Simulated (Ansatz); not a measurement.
```yaml
crystal:
  periodic: [false, false, false]
  atoms:
    - {symbol: C, position_ang: [-0.030965, -1.043280, 1.059615]}
    - {symbol: C, position_ang: [0.363599, -0.374619, -0.178327]}
    - {symbol: Ge, position_ang: [0.079387, 1.385696, -0.842283]}
    - {symbol: F, position_ang: [-2.184860, 0.847967, -1.011627]}
    - {symbol: F, position_ang: [0.212869, 2.255041, -1.976921]}
    - {symbol: F, position_ang: [-0.357989, 2.459375, 0.744540]}
    - {symbol: H, position_ang: [0.612922, -1.867029, 1.232769]}
    - {symbol: H, position_ang: [-1.036598, -1.365161, 0.857831]}
    - {symbol: H, position_ang: [0.051342, -0.491183, 2.030953]}
    - {symbol: H, position_ang: [0.715453, -1.150851, -1.382981]}
    - {symbol: H, position_ang: [1.334861, -0.220775, -0.213328]}
basis:
  gaussian: {orbitals: 6-31G}
hamiltonian: {xc: {name: HF}}
correlation: {active_space: {window: {electrons: 3, orbitals: 2}}}
```

```sh
$ ansatz run in.yaml --threads 4 --pin off --events-out ev --progress --plain --max-ram 11315MiB
```

Output, abridged:

```
Functional definition: HF
898 factors; integrals over basis functions are off by at most 2.9e-4 eV
mean field evaluation 1: about -66707.8947 eV, gradient 5.2e1 eV
mean field evaluation 2: about -66707.9957 eV, gradient 5.2e1 eV
mean field evaluation 4: about -66713.7800 eV, gradient 3.3e0 eV
mean field evaluation 8: about -66713.8441 eV, gradient 5.0e-1 eV
mean field -66713.84610114 eV, -2451.6886239479 hartree, gradient 2.1e-6 eV, S^2 0.000000; 0 other end points of the search recorded, 0 dependent functions left out
reference -66713.84610114 eV, -2451.6886239479 hartree; 38, 38 occupied and 46, 46 virtual orbitals, 898 factors
Error: 3 electrons in 2 orbitals form no window around the highest filled level of the reference
```

Task: Something in this input is off. What?

Result: The active space doesn't fit the electrons. The run stopped with an error.
